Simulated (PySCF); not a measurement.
**Working out the ionisation energy of K⁺**

K⁺ [Ar] (1S) → K²⁺ [Ne] 3s2 3p5 (2P). Calculation: PySCF 2.14, in x2c-TZVPall (6s4p3d, 33 functions); the spin-free X2C one-electron Hamiltonian (Gaussian nucleus). Frozen: [Ne] 3s2. Energies in hartree (1 hartree = 27.21139 eV):

```tsv
part	K⁺ (lower)	K²⁺ (upper)
UHF	-601.301552	-600.181059
CCSD correlation	-0.136199	-0.094638
(T)	-0.000785	-0.000280
```

Problem. What does Hartree-Fock give?

Solution. (-600.181059) − (-601.301552) = 1.120493 hartree = 30.490 eV.

Problem. What do CCSD and CCSD(T) give?

Solution. The CCSD correlation energies differ by 0.041561 hartree = 1.131 eV and the triples by 0.000505 hartree = 0.014 eV, so CCSD gives 31.621 eV and CCSD(T) 31.635 eV.

Reference: 31.625 eV (measured; NIST Atomic Spectra Database, ionization energies), between the lowest levels; spin-orbit coupling is absent from the calculation.

What remains against the reference includes basis incompleteness, the frozen core and higher excitations.
